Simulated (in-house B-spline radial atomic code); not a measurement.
# Ionising La6+ with different functionals

Computed with a radial B-spline atomic code at the basis-set limit: four-component Dirac-Coulomb Hamiltonian, Fermi nucleus of rms radius 4.855 fm, spin-restricted, spherical fractional occupations for the functionals. The ionisation energy is the difference of two self-consistent energies, [Kr] 4d10 5s2 5p3 → [Kr] 4d10 5s2 5p2, without Breit or QED terms; ε is the level of the shell that loses the electron (mean over j). The electron is taken from both j subshells in proportion to 2j + 1, so the result is a j average, not the step between ground levels.

Hybrids are left out here: with spherical fractional occupations of an open shell their exact exchange keeps a self-interaction that integer-occupation calculations don't have.

| method | rung | ΔSCF (eV) | -ε(5p) (eV) |
| --- | --- | --- | --- |
| LDA VWN5 | LDA | 90.31 | 83.47 |
| relativistic LDA | LDA | 90.26 | 83.42 |
| LDA PW92 | LDA | 90.31 | 83.47 |
| LDA exchange-only | LDA | 88.69 | 81.85 |
| PBE | GGA | 89.91 | 83.11 |
| PBEsol | GGA | 90.00 | 83.20 |
| BLYP | GGA | 89.83 | 83.00 |
| RPBE | GGA | 89.80 | 83.03 |
| PW91 | GGA | 90.04 | 83.23 |
| BP86 | GGA | 90.11 | 83.29 |
| AM05 | GGA | 90.00 | 83.20 |
| OLYP | GGA | 89.92 | 83.17 |

(1) How do they compare with the NIST value?

## Answers

(1) NIST lists 88 eV ± 2 (tabulated theory, ground level to ground level). Errors run from +0.69 to +2.31 eV; all lie within about twice that uncertainty, so the table can't rank the methods.
